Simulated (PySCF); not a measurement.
**Worked example: oscillator strength and radiative lifetime**

C5H6O2, SMILES c1c(occ1C)O.

The structure is a stationary point at TPSSh-D3(BJ)/def2-SVP. Other conformers were not sampled.

TDDFT-CAM-B3LYP/def2-SVPD (PySCF) puts the first singlet state with f over 0.02 at 6.06 eV (vertical), with the transition dipole (0.705, 0.789, 0.000) in atomic units.

Q: Find the oscillator strength, the wavelength and the radiative lifetime that this transition would have in vacuum if emission retraced absorption.

A: 
|μ|² = 1.1195 au, so |μ| = 2.69 D. ΔE = 6.06/27.211 = 0.2227 hartree. f = (2/3) ΔE |μ|² = 0.166 (the program prints 0.166).
λ = 1239.84/6.06 = 205 nm; ν = 48877 cm⁻¹.
Einstein's coefficient A = 0.6670 ν² f s⁻¹ (ν in cm⁻¹) = 2.6e8 s⁻¹, so τ = 1/A = 3.8 ns. This state is S2; the lower singlet has f = 0.000. The figure is the radiative limit of this one transition; relaxation, internal conversion, crossing to triplets and a medium change what is measured.
